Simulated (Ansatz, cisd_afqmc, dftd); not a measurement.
System: SrO, charge 0, singlet. SrO (SMILES [O]=[Sr]).
B3LYP-D3(BJ)/def2-TZVP minimum from Ansatz (a program for electronic structure):
```
Sr
O 1 1.9370
```
Charge 0, spin multiplicity 1.

Wanted: atomisation energy (electronic, to ground-state atoms), in kJ/mol. UHF or UKS for unpaired electrons; spin-orbit terms are left out. Correlated methods leave the cores frozen (noble-gas shells, and filled d and f shells in the p block). Past Kr the def2 sets carry scalar-relativistic core potentials. AFQMC is phaseless with a CISD trial state; ± is one standard error, without the phaseless bias. Outlying blocks are dropped, and bars are widened where a walk drifts. Over all cases where full CI ran beside it in this data, AFQMC minus full CI had a median of +0.1 mEh and passed +0.4 mEh in a tenth of the cases. CBS(X,Y): correlation extrapolated as X^-3, Hartree-Fock from the larger set. A bracket is a step between two methods taken in the basis named. For partners of very few electrons the exact lower level stands in for a higher one. The T1 diagnostic of OSr ([O]=[Sr], singlet) reaches 0.046 in the sets run. The restricted determinant of Sr ([Sr], singlet) is unstable towards broken spin symmetry in at least one set run.

| level | program | atomisation energy (kJ/mol) | difference against the last row |
|---|---|---|---|
| HF/def2-QZVPP | Ansatz | 60.4 | -328.8 |
| PBE-D3(BJ)/def2-TZVPD | Ansatz + dftd3 | 470.4 | 81.2 |
| PBE-D4/def2-TZVPD | Ansatz + dftd4 | 471.7 | 82.5 |
| B2GP-PLYP/def2-TZVPD | Ansatz | 393.4 | 4.2 |
| MP2/def2-SVP | Ansatz | 370.4 | -18.8 |
| MP2/def2-QZVPP | Ansatz | 458.9 | 69.7 |
| MP2/CBS(def2-TZVPP,def2-QZVPP) | Ansatz | 470.7 | 81.5 |
| CCSDT(Q)/def2-SVP | Ansatz | 289.7 | -99.5 |
| CCSDT(Q)/def2-TZVPP | Ansatz | 343.8 | -45.4 |
| CCSDTQ/def2-SVP | Ansatz | 287.6 | -101.6 |
| AFQMC/CISD/def2-SVP | cisd_afqmc | 284.5 ± 2.3 | -104.7 |
| CCSD(T)/CBS(def2-TZVPP,def2-QZVPP) + [CCSDT(Q) - CCSD(T)]/def2-TZVPP + [CCSDTQ - CCSDT(Q)]/def2-SVP | Ansatz | 390.0 | 0.8 |
| CCSD(T)/CBS(def2-TZVPP,def2-QZVPP) + [CCSDT(Q) - CCSD(T)]/def2-QZVPP + [CCSDTQ - CCSDT(Q)]/def2-SVP | Ansatz | 389.2 | 0.0 |
